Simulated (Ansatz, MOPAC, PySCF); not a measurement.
Torsion H4–C1–Ge2–F3 in CH3FGe (SMILES [CH3][Ge][F]); at each angle all else is relaxed with GFN2-xTB, and the levels are single points there.
Geometry at 60° (charge 0, multiplicity 1):
```xyz
6

C     -0.587    -0.012    -0.002
Ge     1.266    -0.850    -0.103
F      0.847    -2.200     1.046
H     -0.806     0.273     1.027
H     -1.339    -0.741    -0.308
H     -0.685     0.871    -0.633
```

On the grid 0° to 120°, 0° is the highest and 60° the lowest point at CCSD(T)/CBS(cc-pVTZ, cc-pVQZ).

Cores are frozen in the correlated methods. Filled d and f shells under p-block atoms count as core. CBS(a, b) extrapolates the correlation energy as X⁻³ and adds the Hartree–Fock energy of set b. Rows in 3-21G, 6-31G*, STO-3G carry no dispersion term and start afresh at each structure (6-31G* with six Cartesian d functions); the Pople sets are all-electron and without relativity. The state that PM3, PM6, PM7 reach isn't checked; PM7 holds dispersion and hydrogen-bond terms.

Run with Ansatz (a first-principles code) with Gaussian orbitals; MOPAC for PM3, PM6, PM7 (differences of heats of formation); PySCF for 3-21G rows, 6-31G* rows, STO-3G rows, the dispersion terms. Values without a source in brackets are computed.

Other levels give for the energy at 0° less that at 60°: PBE/def2-TZVPP 0.27; B3LYP/def2-TZVPP 0.34; B3LYP-D3(BJ)/def2-TZVPP 0.35; wB97M-V/def2-TZVPP 0.39; CCSD(T)/CBS(cc-pVTZ, cc-pVQZ) 0.40 kcal/mol.

Common cheap choices:

```csv
level,energy at 0° less that at 60° (kcal/mol),"less 0.40 (CCSD(T)/CBS(cc-pVTZ, cc-pVQZ))"
PM3,-0.12,-0.52
PM6,0.19,-0.21
PM7,0.25,-0.15
HF/STO-3G,0.27,-0.13
HF/3-21G,0.48,0.08
B3LYP/3-21G,0.40,0.00
B3LYP/6-31G*,0.30,-0.09
M06-2X/6-31G*,0.38,-0.02
```
